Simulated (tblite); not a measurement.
Species: C7H13N2P.
Atom-mapped SMILES: `[CH3:1][C:2]#[C:3][P@@:4](=[NH:5])([NH:6][CH3:7])[CH:8]1[CH2:9][CH2:10]1` (hydrogens: H11, H12, H13 on C1; H14 on N5; H15 on N6; H16, H17, H18 on C7; H19 on C8; H20, H21 on C9; H22, H23 on C10)

Computed geometry: GFN2-xTB, gas phase.

**Question.** List the bond lengths, angles and torsions at this level.

**Answer.** 
| bond | length (Å) | order |
| --- | --- | --- |
| C1–C2 | 1.444 | single |
| C2≡C3 | 1.206 | triple |
| C3–P4 | 1.792 | single |
| P4=N5 | 1.554 | double |
| P4–N6 | 1.661 | single |
| N6–C7 | 1.448 | single |
| P4–C8 | 1.827 | single |
| C8–C9 | 1.499 | single |
| C9–C10 | 1.491 | single |
| C8–C10 | 1.500 | single |
| C1–H11, C1–H12, C1–H13 | 1.090 | single |
| N5–H14 | 1.009 | single |
| N6–H15 | 1.013 | single |
| C7–H16, C7–H17, C7–H18 | 1.091 | single |
| C8–H19 | 1.086 | single |
| C9–H20 | 1.081 | single |
| C9–H21 | 1.080 | single |
| C10–H22 | 1.080 | single |
| C10–H23 | 1.082 | single |

Bonds in one row agree within 0.01 Å and their mean is given. Orders are formal, as drawn. A selection of angles:
| angle | degrees |
| --- | --- |
| C1–C2–C3 | 176.8 |
| C2–C3–P4 | 169.8 |
| C3–P4–N5 | 117.6 |
| C3–P4–N6 | 107.5 |
| C3–P4–C8 | 101.1 |
| N5–P4–N6 | 106.7 |
| N5–P4–C8 | 120.7 |
| N6–P4–C8 | 101.7 |
| P4–N6–C7 | 120.6 |
| P4–C8–C9 | 120.9 |
| P4–C8–C10 | 118.3 |
| C9–C8–C10 | 59.6 |
| C8–C9–C10 | 60.2 |
| C8–C10–C9 | 60.2 |
| H14–N5–P4 | 114.6 |
| H15–N6–P4 | 114.2 |
| H15–N6–C7 | 114.9 |

Torsions: C3–P4–N6–C7 -96° (anticlinal); C3–P4–C8–C9 -31° (synclinal); P4–C8–C9–C10 107° (anticlinal); P4–C8–C10–C9 -111° (anticlinal); H14–N5–P4–C3 -65° (synclinal).

The 5 C–C bonds span 1.206 Å (C2≡C3, drawn triple) to 1.500 Å (C8–C10, drawn single), a spread of 0.294 Å. Of the pairs four or more bonds apart, N5···H17 is among the closest relative to their van der Waals radii: 2.34 Å, 85 % of the sum of Bondi's values. The 2 N–P bonds span 1.554 Å (P4=N5, drawn double) to 1.661 Å (P4–N6, drawn single), a spread of 0.107 Å. N5 (nitrogen bonded to P and H) is bent (angle 114.6°). N6 (nitrogen bonded to C, P and H) has angles 120.6°, 114.9° and 114.2°, sum 349.6°, 0.25 Å off the plane of its three neighbours. The 2 C–P bonds span 1.792 Å (C3–P4, drawn single) to 1.827 Å (P4–C8, drawn single), a spread of 0.035 Å. The 3-membered ring C8–C9–C10 has internal angles of 59.6° to 60.2°.

Point group: C1 (no symmetry element, even within 0.4 Å). GFN2-xTB frequencies show an imaginary mode (27i cm⁻¹), so the point is no minimum at that level.

The run took 2.8 s of wall time on one thread of an Arm Neoverse N1, no GPU, shared host with 64 logical CPUs at a one-minute load of 54. That covers the optimisation of the geometry.
